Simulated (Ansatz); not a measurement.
Species: CH₂N (charge 0, doublet). It need not be the lowest isomer of its formula. SMILES: [CH][NH]
Coordinates optimised at B3LYP-D3(BJ)/def2-TZVP (Ansatz, a quantum-chemistry and plane-wave program):
```
C
N 1 1.2273
H 2 1.0206 1 119.44
H 1 1.0962 2 125.07 3 180.00
```
Charge 0, spin multiplicity 2.

Quantity: vertical ionisation energy (to the singlet state of charge +1; each state is the SCF solution reached for its spin; for the singlet the Hartree-Fock reference is unstable and T1 is 0.026), in eV. Cores are frozen in the correlated levels unless marked. UHF or UKS for open shells. Spin-orbit coupling is left out. Non-relativistic. CBS(X,Y): correlation extrapolated as X^-3; Hartree-Fock from the larger set.

| level | program | vertical ionisation energy (eV) |
|---|---|---|
| BHLYP/def2-TZVPD | Ansatz | ? |
| CCSD/def2-QZVPPD | Ansatz | 8.68 |
| CCSD(T)/CBS(def2-TZVPPD,def2-QZVPPD) | Ansatz | ? |

Question: Some entries are withheld; supply them.

Answer: 
- BHLYP/def2-TZVPD, vertical ionisation energy (eV): 9.14
- CCSD(T)/CBS(def2-TZVPPD,def2-QZVPPD), vertical ionisation energy (eV): 8.58
